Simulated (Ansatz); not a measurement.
Relaxation of the cluster Sr₂S₂⁻ with UKS PBE0-D4/def2-TZVPD.

```sh
$ ansatz run in.yaml --threads 4 --pin off --events-out ev --progress --plain --max-ram 3916MiB
```

```yaml
crystal:
  periodic: [false, false, false]
  atoms:
    - {symbol: Sr, position_ang: [-1.467750, 0.611850, 1.246800]}
    - {symbol: Sr, position_ang: [-0.363860, -1.648910, -1.073730]}
    - {symbol: S, position_ang: [1.333750, -0.089250, 0.689360]}
    - {symbol: S, position_ang: [0.497860, 1.126310, -0.862440]}
basis:
  gaussian: {orbitals: def2-TZVPD}
total_charge: -1
magnetization: {spin_polarized: true, initial_magnetization: 1}
hamiltonian: {xc: pbe0, dispersion: d4}
scf: {lower_state_search: "off"}
output: {orbitals: {seedname: orbitals}}
relax: {f_tol: 0.02, max_steps: 100}
```

Hardware: 4 threads of Arm Neoverse V1 on a shared host. Wall time 27 s.

Positions (Å) and forces (eV/Å) at steps 1, 2, 3, 4, 6 of 6:

```xyz
4
step=1 energy=-23339.0279 eV
Sr   -1.468    0.612    1.247    0.198    0.532    0.318
Sr   -0.364   -1.649   -1.074    0.470   -0.206   -0.422
S     1.334   -0.089    0.689   -0.521    0.113   -0.275
S     0.498    1.126   -0.862   -0.147   -0.438    0.379
4
step=2 energy=-23339.2033 eV
Sr   -1.435    0.768    1.352    0.185    0.047   -0.051
Sr   -0.232   -1.718   -1.199    0.121    0.101    0.003
S     1.247   -0.125    0.695   -0.216    0.019   -0.074
S     0.420    1.076   -0.847   -0.091   -0.166    0.122
4
step=3 energy=-23339.2034 eV
Sr   -1.393    0.889    1.426    0.039   -0.104   -0.098
Sr   -0.118   -1.754   -1.290   -0.063    0.079    0.091
S     1.168   -0.166    0.706   -0.026    0.069   -0.062
S     0.344    1.031   -0.842    0.050   -0.044    0.069
4
step=4 energy=-23339.2016 eV rejected
Sr   -1.377    0.803    1.351   -0.297    0.082    0.224
Sr   -0.177   -1.698   -1.216   -0.087   -0.270   -0.165
S     1.188   -0.149    0.703    0.212    0.065    0.013
S     0.366    1.043   -0.839    0.172    0.123   -0.073
4
step=6 energy=-23339.2174 eV
Sr   -1.404    0.817    1.377    0.000   -0.004   -0.003
Sr   -0.180   -1.725   -1.235   -0.003    0.002    0.003
S     1.202   -0.142    0.701    0.003   -0.001    0.003
S     0.382    1.049   -0.842    0.000    0.003   -0.003
```

In the def2 sets Sr takes a core potential; there is no spin–orbit coupling. The charge -1 doublet is spin-contaminated (final ⟨S²⟩ up to 0.96, 0.75 for a pure state). Another isomer (doublet) lies 1.63 eV lower at PBE0-D4/def2-TZVPD; other spin states weren't run for this one.
